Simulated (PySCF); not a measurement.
PySCF 2.14 output of an unrestricted PBE calculation on a single atom or ion in aug-cc-pVTZ-PP with ECP60MDF (6s6p5d3f2g, 88 functions), with scalar relativity through the core potential:

```
SCF conv_tol = 1e-09
number electrons alpha = 8  beta = 4
    J. P. Perdew, K. Burke, and M. Ernzerhof.,  Phys. Rev. Lett. 77, 3865 (1996)
    J. P. Perdew, K. Burke, and M. Ernzerhof.,  Phys. Rev. Lett. 78, 1396 (1997)
    J. P. Perdew, K. Burke, and M. Ernzerhof.,  Phys. Rev. Lett. 77, 3865 (1996)
    J. P. Perdew, K. Burke, and M. Ernzerhof.,  Phys. Rev. Lett. 78, 1396 (1997)
cycle= 1 E= -76.5556957845579  delta_E= -0.00556  |g|= 0.0173  |ddm|= 0.104
cycle= 2 E= -76.555777069999  delta_E= -8.13e-05  |g|= 0.00422  |ddm|= 0.0216
cycle= 3 E= -76.5557818948873  delta_E= -4.82e-06  |g|= 0.000254  |ddm|= 0.0035
cycle= 4 E= -76.5557819136262  delta_E= -1.87e-08  |g|= 8.89e-05  |ddm|= 0.000333
cycle= 5 E= -76.5557819161262  delta_E= -2.5e-09  |g|= 2.27e-06  |ddm|= 9.28e-05
cycle= 6 E= -76.5557819161281  delta_E= -1.89e-12  |g|= 7.54e-08  |ddm|= 2.12e-06
converged SCF energy = -76.5557819161281  <S^2> = 6.0007022  2S+1 = 5.0002809
```

The run itself started from symmetry-adapted Hartree-Fock orbitals and held the occupation by maximum overlap, on a logarithmic radial grid, so the iterations belong to that start.

Question: Which element, charge and spin multiplicity is this?

Answer: Re³⁺ (rhenium, charge +3), multiplicity 5; the state was [Xe] 4f14 5d4, high-spin 5D determinant.

Energies and moments cover only the electrons outside the core potential. Spin-orbit coupling, absent here, splits the open shell strongly.
